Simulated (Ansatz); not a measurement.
Ansatz (a quantum-chemistry and plane-wave program) job for BFH₂Se₂, SMILES FB([SeH])[SeH], PBE-D3(BJ)/def2-SVP. 

Ansatz 0.2 input:
```yaml
crystal:
  periodic: [false, false, false]
  atoms:
    - {symbol: B, position_ang: [0.64359248, -0.00263692, 0.00000000]}
    - {symbol: F, position_ang: [1.97160968, 0.00835020, 0.00000000]}
    - {symbol: Se, position_ang: [-0.33499698, -1.69497071, 0.00000000]}
    - {symbol: H, position_ang: [0.88777869, -2.52207902, 0.00000000]}
    - {symbol: Se, position_ang: [-0.25999943, 1.73310042, 0.00000000]}
    - {symbol: H, position_ang: [-1.62035022, 1.16370182, 0.00000000]}
basis:
  gaussian:
    orbitals: def2-SVP
hamiltonian:
  xc: pbe
  dispersion: d3bj
relax: {f_tol: 0.002, max_steps: 200}
```

Log of the run:

```
WARN ansatz: RAYON_NUM_THREADS=1 ignored (pool sized by the plan → 1); use --threads N
Functional definition: PBE
integrals: 0.05 GiB planned
1110 factors; their error is unknown
mean field: 0.26 GiB planned
mean field evaluation 1: about -134084.6182 eV, gradient 2.9e1 eV
mean field evaluation 2: about -134080.7206 eV, gradient 5.4e1 eV
mean field evaluation 4: about -134086.1796 eV, gradient 2.3e0 eV
mean field evaluation 8: about -134085.9924 eV, gradient 1.2e-1 eV
mean field evaluation 16: about -134085.9924 eV, gradient 4.2e-5 eV
mean field -134085.99239580 eV, -4927.5693337955 hartree, gradient 4.2e-5 eV, S^2 0.000000; 0 other end points of the search recorded, 0 dependent functions left out
the calculation of the forces begins
reference -134085.99242351 eV, -4927.5693348139 hartree; 42, 42 occupied and 60, 60 virtual orbitals, 1110 factors
relax step   1: F+E_penalty+E_count = -134086.13681158 eV  Δ(F+E_penalty+E_count) = +0.000e0 eV  max|allowed force component| = 4.267e-1 eV/Å  Δτ_max = 0.0000 Å  (28 SCF iters, accepted)
these checks for a lower state are left out or cut short: starts, cluster_reference, orbital_swaps, neighbouring_geometries, increment
integrals: 0.05 GiB planned
1110 factors; their error is unknown
mean field: 0.26 GiB planned
mean field -134085.99626785 eV, -4927.5694760909 hartree, gradient 5.1e-5 eV, S^2 0.000000; 0 other end points of the search recorded, 0 dependent functions left out
the calculation of the forces begins
reference -134085.99629554 eV, -4927.5694771084 hartree; 42, 42 occupied and 60, 60 virtual orbitals, 1110 factors
relax step   2: F+E_penalty+E_count = -134086.14078068 eV  Δ(F+E_penalty+E_count) = -3.969e-3 eV  max|allowed force component| = 1.819e-1 eV/Å  Δτ_max = 0.0126 Å  (28 SCF iters, accepted)
these checks for a lower state are left out or cut short: starts, cluster_reference, orbital_swaps, neighbouring_geometries, increment
integrals: 0.05 GiB planned
1110 factors; their error is unknown
mean field: 0.26 GiB planned
mean field -134085.99691505 eV, -4927.5694998751 hartree, gradient 5.1e-5 eV, S^2 0.000000; 0 other end points of the search recorded, 0 dependent functions left out
the calculation of the forces begins
reference -134085.99694274 eV, -4927.5695008927 hartree; 42, 42 occupied and 60, 60 virtual orbitals, 1110 factors
relax step   3: F+E_penalty+E_count = -134086.14129081 eV  Δ(F+E_penalty+E_count) = -5.101e-4 eV  max|allowed force component| = 2.001e-2 eV/Å  Δτ_max = 0.0066 Å  (29 SCF iters, accepted)
these checks for a lower state are left out or cut short: starts, cluster_reference, orbital_swaps, neighbouring_geometries, increment
integrals: 0.05 GiB planned
1110 factors; their error is unknown
mean field: 0.26 GiB planned
mean field evaluation 32: about -134085.9969 eV, gradient 2.9e-5 eV
mean field -134085.99689956 eV, -4927.5694993059 hartree, gradient 3.5e-5 eV, S^2 0.000000; 0 other end points of the search recorded, 0 dependent functions left out
the calculation of the forces begins
reference -134085.99692725 eV, -4927.5695003234 hartree; 42, 42 occupied and 60, 60 virtual orbitals, 1110 factors
relax step   4: F+E_penalty+E_count = -134086.14131562 eV  Δ(F+E_penalty+E_count) = -2.481e-5 eV  max|allowed force component| = 7.183e-3 eV/Å  Δτ_max = 0.0022 Å  (20 SCF iters, accepted)
these checks for a lower state are left out or cut short: starts, cluster_reference, orbital_swaps, neighbouring_geometries, increment
integrals: 0.05 GiB planned
1110 factors; their error is unknown
mean field: 0.26 GiB planned
mean field -134085.99690095 eV, -4927.5694993568 hartree, gradient 1.7e-5 eV, S^2 0.000000; 0 other end points of the search recorded, 0 dependent functions left out
the calculation of the forces begins
reference -134085.99692863 eV, -4927.5695003743 hartree; 42, 42 occupied and 60, 60 virtual orbitals, 1110 factors
relax step   5: F+E_penalty+E_count = -134086.14131787 eV  Δ(F+E_penalty+E_count) = -2.247e-6 eV  max|allowed force component| = 3.258e-3 eV/Å  Δτ_max = 0.0006 Å  (20 SCF iters, accepted)
these checks for a lower state are left out or cut short: starts, cluster_reference, orbital_swaps, neighbouring_geometries, increment
integrals: 0.05 GiB planned
1110 factors; their error is unknown
mean field: 0.26 GiB planned
mean field -134085.99690337 eV, -4927.5694994458 hartree, gradient 1.4e-5 eV, S^2 0.000000; 0 other end points of the search recorded, 0 dependent functions left out
the calculation of the forces begins
reference -134085.99693106 eV, -4927.5695004634 hartree; 42, 42 occupied and 60, 60 virtual orbitals, 1110 factors
relax step   6: F+E_penalty+E_count = -134086.14131819 eV  Δ(F+E_penalty+E_count) = -3.166e-7 eV  max|allowed force component| = 2.153e-4 eV/Å  Δτ_max = 0.0001 Å  (19 SCF iters, accepted)
integrals: 0.05 GiB planned
1110 factors; their error is unknown
mean field: 0.26 GiB planned
mean field -134085.99690337 eV, -4927.5694994458 hartree, gradient 1.5e-5 eV, S^2 0.000000; 1 other end points of the search recorded, 0 dependent functions left out
the calculation of the forces begins
reference -134085.99693106 eV, -4927.5695004634 hartree; 42, 42 occupied and 60, 60 virtual orbitals, 1110 factors
Total energy: -134086.14134587 eV, -4927.5748076099 hartree
Atom 0 at     0.642850    -0.001748    -0.000000 Å, force    -0.000018    -0.000119     0.000000 eV/Å
Atom 1 at     1.981083     0.006067     0.000000 Å, force    -0.000046     0.000049     0.000000 eV/Å
Atom 2 at    -0.345173    -1.691003    -0.000000 Å, force     0.000055    -0.000215    -0.000000 eV/Å
Atom 3 at     0.889030    -2.517992     0.000000 Å, force    -0.000070     0.000135    -0.000000 eV/Å
Atom 4 at    -0.258144     1.737735    -0.000000 Å, force     0.000123     0.000202    -0.000000 eV/Å
Atom 5 at    -1.622010     1.152407     0.000000 Å, force    -0.000044    -0.000052     0.000000 eV/Å
Dipole moment:    -0.121316    -0.125939     0.000000 e Å
```

The run converged.
